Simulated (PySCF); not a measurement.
C2H5S, doublet, geometry from GFN2-xTB; TPSS/pcseg-1 (PySCF).

Input for PySCF:
```python
from pyscf import gto, scf, dft

mol = gto.Mole()
mol.atom = '''
    C     1.591205   -0.309065   -0.074235
    C     0.141277   -0.746968   -0.194138
    S    -1.004971    0.599201    0.152190
    H     1.798620    0.048213    0.931932
    H     2.249033   -1.148568   -0.290440
    H     1.805409    0.493498   -0.776411
    H    -0.087622   -1.545847    0.513545
    H    -0.080798   -1.098314   -1.203423
'''
mol.basis = 'pcseg-1'
mol.charge = 0
mol.spin = 1
mol.verbose = 4
mol.build()

mf = dft.UKS(mol)
mf.xc = 'tpss'
mf.kernel()
mf.analyze()
```

Predict the main parts of the log of this PySCF run.


```
PySCF version 2.14.0

[INPUT] verbose = 4
[INPUT] num. atoms = 8
[INPUT] num. electrons = 33
[INPUT] charge = 0
[INPUT] spin (= nelec alpha-beta = 2S) = 1
[INPUT] symmetry False subgroup None
[INPUT] Mole.unit = angstrom
[INPUT] Symbol           X                Y                Z      unit          X                Y                Z       unit  Magmom
[...]
nuclear repulsion = 98.6246314862175
number of shells = 19
number of NR pGTOs = 129
number of NR cGTOs = 71
basis = pcseg-1
ecp = {}

******** <class 'pyscf.dft.uks.UKS'> ********
method = UKS
initial guess = minao
damping factor = 0
level_shift factor = 0
DIIS = <class 'pyscf.scf.diis.CDIIS'>
diis_start_cycle = 1
diis_space = 8
diis_damp = 0
SCF conv_tol = 1e-09
SCF conv_tol_grad = None
SCF max_cycles = 50
direct_scf = True
direct_scf_tol = 1e-13
number electrons alpha = 17  beta = 16
XC library pyscf.dft.libxc version 7.1.2
    S. Lehtola, C. Steigemann, M. J. T. Oliveira, and M. A. L. Marques,  SoftwareX 7, 1–5 (2018)
XC functionals = tpss
    J. Tao, J. P. Perdew, V. N. Staroverov, and G. E. Scuseria,  Phys. Rev. Lett. 91, 146401 (2003)
    J. P. Perdew, J. Tao, V. N. Staroverov, and G. E. Scuseria,  J. Chem. Phys. 120, 6898 (2004)
    J. Tao, J. P. Perdew, V. N. Staroverov, and G. E. Scuseria,  Phys. Rev. Lett. 91, 146401 (2003)
    J. P. Perdew, J. Tao, V. N. Staroverov, and G. E. Scuseria,  J. Chem. Phys. 120, 6898 (2004)
radial grids:
    Treutler-Ahlrichs [JCP 102, 346 (1995); DOI:10.1063/1.469408] (M4) radial grids

becke partition: Becke, JCP 88, 2547 (1988); DOI:10.1063/1.454033
pruning grids: <function nwchem_prune>
grids dens level: 3
symmetrized grids: False
atomic radii adjust function: <function treutler_atomic_radii_adjust>
small_rho_cutoff = 0
Set gradient conv threshold to 3.16228e-05
tot grids = 96160
init E= -477.372661521472

cycle= 1 E= -477.348890196389  delta_E= 0.0238  |g|= 0.217  |ddm|= 1.96
cycle= 2 E= -477.329453181106  delta_E= 0.0194  |g|= 0.293  |ddm|= 0.517
cycle= 3 E= -477.376479050661  delta_E= -0.047  |g|= 0.0357  |ddm|= 0.304
cycle= 4 E= -477.377096405802  delta_E= -0.000617  |g|= 0.0196  |ddm|= 0.0877
cycle= 5 E= -477.377319117727  delta_E= -0.000223  |g|= 0.00483  |ddm|= 0.0265
cycle= 6 E= -477.377331212959  delta_E= -1.21e-05  |g|= 0.000983  |ddm|= 0.00664
cycle= 7 E= -477.377331827067  delta_E= -6.14e-07  |g|= 0.000358  |ddm|= 0.0022
cycle= 8 E= -477.377331919668  delta_E= -9.26e-08  |g|= 9.15e-05  |ddm|= 0.000651
cycle= 9 E= -477.377331926442  delta_E= -6.77e-09  |g|= 2.44e-05  |ddm|= 0.000177
cycle= 10 E= -477.377331927222  delta_E= -7.8e-10  |g|= 6.02e-06  |ddm|= 6.91e-05
Extra cycle  E= -477.377331927271  delta_E= -4.87e-11  |g|= 4.11e-06  |ddm|= 2.91e-05
converged SCF energy = -477.377331927271  <S^2> = 0.75316737  2S+1 = 2.0031649
**** SCF Summaries ****
Total Energy =                        -477.377331927271030
Nuclear Repulsion Energy =              98.624631486217467
One-electron Energy =                 -851.032683199691178
Two-electron Energy =                  275.030719786202667
Two-electron Coulomb Energy =          313.464316294488242
DFT Exchange-Correlation Energy =      -38.433596508285561
**** MO energy ****
                             alpha | beta                alpha | beta
[...]
To work with the spin densities directly, `use mulliken_meta_spin()` only printing them here.

 ** Mulliken spin pop alpha/beta on meta-lowdin orthogonal AOs **
 ** Mulliken Spin Density (per AO)  **
spin_pop of  0 C 1s        0.00000
spin_pop of  0 C 2s       -0.00031
spin_pop of  0 C 3s       -0.00000
spin_pop of  0 C 2px      -0.00027
spin_pop of  0 C 2py       0.00021
spin_pop of  0 C 2pz      -0.00006
spin_pop of  0 C 3px      -0.00004
spin_pop of  0 C 3py      -0.00003
spin_pop of  0 C 3pz       0.00002
spin_pop of  0 C 3dxy     -0.00001
spin_pop of  0 C 3dyz      0.00001
spin_pop of  0 C 3dz^2     0.00000
spin_pop of  0 C 3dxz     -0.00001
spin_pop of  0 C 3dx2-y2    0.00000
spin_pop of  1 C 1s        0.00000
spin_pop of  1 C 2s       -0.00433
spin_pop of  1 C 3s        0.00004
spin_pop of  1 C 2px      -0.00719
spin_pop of  1 C 2py      -0.01262
spin_pop of  1 C 2pz       0.00325
spin_pop of  1 C 3px      -0.00002
spin_pop of  1 C 3py       0.00004
spin_pop of  1 C 3pz       0.00018
spin_pop of  1 C 3dxy     -0.00008
spin_pop of  1 C 3dyz      0.00033
spin_pop of  1 C 3dz^2     0.00008
spin_pop of  1 C 3dxz      0.00005
spin_pop of  1 C 3dx2-y2   -0.00001
spin_pop of  2 S 1s        0.00000
spin_pop of  2 S 2s       -0.00000
spin_pop of  2 S 3s        0.01019
spin_pop of  2 S 4s       -0.00017
spin_pop of  2 S 2px      -0.00000
spin_pop of  2 S 2py       0.00001
spin_pop of  2 S 2pz       0.00012
spin_pop of  2 S 3px       0.00549
spin_pop of  2 S 3py       0.06535
spin_pop of  2 S 3pz       0.88174
spin_pop of  2 S 4px      -0.00014
spin_pop of  2 S 4py       0.00003
spin_pop of  2 S 4pz       0.00053
spin_pop of  2 S 3dxy      0.00002
spin_pop of  2 S 3dyz      0.00034
spin_pop of  2 S 3dz^2     0.00087
spin_pop of  2 S 3dxz      0.00016
spin_pop of  2 S 3dx2-y2    0.00014
spin_pop of  3 H 1s        0.00068
spin_pop of  3 H 2s        0.00000
spin_pop of  3 H 2px       0.00000
spin_pop of  3 H 2py      -0.00000
spin_pop of  3 H 2pz      -0.00000
spin_pop of  4 H 1s       -0.00141
spin_pop of  4 H 2s       -0.00005
spin_pop of  4 H 2px       0.00000
spin_pop of  4 H 2py      -0.00000
spin_pop of  4 H 2pz       0.00000
spin_pop of  5 H 1s        0.00068
spin_pop of  5 H 2s        0.00000
spin_pop of  5 H 2px       0.00000
spin_pop of  5 H 2py      -0.00000
spin_pop of  5 H 2pz       0.00000
spin_pop of  6 H 1s        0.02780
spin_pop of  6 H 2s        0.00026
spin_pop of  6 H 2px       0.00004
spin_pop of  6 H 2py      -0.00001
spin_pop of  6 H 2pz       0.00002
spin_pop of  7 H 1s        0.02777
spin_pop of  7 H 2s        0.00026
spin_pop of  7 H 2px       0.00004
spin_pop of  7 H 2py      -0.00001
spin_pop of  7 H 2pz       0.00002
 ** Mulliken Spin Density (per atom)  **
spin density of  0 C =     -0.00050
spin density of  1 C =     -0.02028
spin density of  2 S =      0.96468
spin density of  3 H =      0.00068
spin density of  4 H =     -0.00147
spin density of  5 H =      0.00068
spin density of  6 H =      0.02811
spin density of  7 H =      0.02809
 ** Mulliken pop alpha/beta on meta-lowdin orthogonal AOs **
 ** Mulliken pop       alpha | beta **
In total            17.00000 | 16.00000
 ** Mulliken atomic charges   ( Nelec_alpha | Nelec_beta ) **
charge of  0C =     -0.27082  (     3.13516      3.13566 )
charge of  1C =     -0.19585  (     3.08779      3.10806 )
charge of  2S =     -0.05227  (     8.50847      7.54379 )
charge of  3H =      0.09820  (     0.45124      0.45056 )
charge of  4H =      0.09172  (     0.45341      0.45488 )
charge of  5H =      0.09820  (     0.45124      0.45056 )
charge of  6H =      0.11542  (     0.45635      0.42823 )
charge of  7H =      0.11540  (     0.45634      0.42826 )
Dipole moment(X, Y, Z, Debye):  1.24186, -1.36389, -0.35054
```
